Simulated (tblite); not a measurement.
C₈H₇O (charge -1).
Bonds: C1–C2 (double), C2–C3, C3–C4 (aromatic), C4–C5 (aromatic), C5–C6 (aromatic), C6–C7 (aromatic), C7–C8 (aromatic), C8–O9, C3–C8 (aromatic). Hydrogens: H10, H11 on C1; H12 on C2; H13 on C4; H14 on C5; H15 on C6; H16 on C7.

The geometry is computed with GFN2-xTB (gas phase).

**Question.** What internal coordinates does the optimisation give?

**Answer.** 
```
  bond  length (pm)
 C1=C2        133.6
 C2–C3        144.0
 C3–C4        139.1
 C4–C5        138.0
 C5–C6        139.5
 C6–C7        136.7
 C7–C8        143.5
 C8–O9        125.7
 C3–C8        145.1
C1–H10        107.9
C1–H11        108.0
C2–H12        108.6
C4–H13        108.6
C5–H14        108.5
C6–H15        108.8
C7–H16        108.5
```

A selection of angles:
```
   angle  degrees
C1–C2–C3    129.0
C2–C3–C4    123.1
C2–C3–C8    116.8
C4–C3–C8    120.1
C3–C4–C5    122.4
C4–C5–C6    118.8
C5–C6–C7    120.8
C6–C7–C8    122.8
C7–C8–O9    121.7
C3–C8–C7    115.1
C3–C8–O9    123.1
```

Dihedral angles: C1–C2–C3–C4 0° (synperiplanar).

C1 (terminal =CH2 carbon) is planar (angles 122.9°, 121.7° and 115.4°, sum 360.0°, 0.00 Å off the plane of its three neighbours). C8 (aromatic carbon bearing oxygen) is planar (angles 123.1°, 121.7° and 115.1°, sum 360.0°, 0.00 Å off the plane of its three neighbours). C3 (substituted aromatic carbon) is planar (angles 123.1°, 120.1° and 116.8°, sum 360.0°, 0.00 Å off the plane of its three neighbours). C2 (alkene CH carbon) is planar (angles 129.0°, 118.6° and 112.4°, sum 360.0°, 0.00 Å off the plane of its three neighbours). C7 (aromatic CH carbon) is planar (angles 122.8°, 120.2° and 117.0°, sum 360.0°, 0.00 Å off the plane of its three neighbours). C6 (aromatic CH carbon) is planar (angles 120.8°, 120.0° and 119.2°, sum 360.0°, 0.00 Å off the plane of its three neighbours). The 8 C–C bonds span 1.336 Å (C1=C2, drawn double) to 1.451 Å (C3–C8, aromatic), a spread of 0.115 Å.

Point group: Cs (every atom within 0.08 Å of its image). Its GFN2-xTB frequencies are all real (lowest 88 cm⁻¹).

Time: 0.27 s. Hardware: an Arm Neoverse N1 with one thread, no GPU, shared host with 64 logical CPUs at a one-minute load of 10. That covers the optimisation of the geometry.

One conformer stands for the species.
